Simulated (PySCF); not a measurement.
Theory: core-valence-separated Tamm–Dancoff BHandHLYP/aug-pcX-1 (pcseg-1 on H, def2-SVPD on P) in PySCF, non-relativistic, gas phase, PBE0-D3(BJ)/def2-SVP geometry. The energies are unshifted.

Main lines of an unknown, eV (oscillator strength): C K: 281.7 (0.062), 281.7 (0.038), 284.4 (0.028), 285.5 (0.015), 286.1 (0.008); B K: 185.6 (0.080), 190.8 (0.008), 191.9 (0.034). Listed: the first five lines at most of each edge with a tenth or more of its strongest line's intensity; roots within 0.03 eV on the same or equivalent atoms are summed. Only the lowest roots were sought, and the top ones are left out.

Task: Which candidate gives them?
A. `C#C[BH2-][PH3+]`
B. `C=CBP`

Result: B. 

- `C=CBP`: C K: 281.7 (0.062), 281.7 (0.038), 284.4 (0.028), 285.5 (0.015), 286.1 (0.008); B K: 185.6 (0.080), 190.8 (0.008), 191.9 (0.034). First C line listed at 281.7 eV, hole on the terminal =CH2 carbon (1s→π*); first B line listed at 185.6 eV, hole on the three-coordinate boron.
- `C#C[BH2-][PH3+]`: C K: 283.1 (0.067), 283.2 (0.040), 283.2 (0.064), 283.6 (0.050), 285.3 (0.007); B K: 188.5 (0.047), 189.9 (0.014), 190.7 (0.005). First C line listed at 283.1 eV, hole on the alkyne carbon (1s→π*); first B line listed at 188.5 eV, hole on the four-coordinate boron.

One conformer each; other structures than these candidates weren't tested.

Shape of the structure used: `[CH2:1]=[CH:2][BH:3][PH2:4]`: C1–C2–B3–P4 16°, H–P4–B3–C2 45°, H–P4–B3–C2 147°.
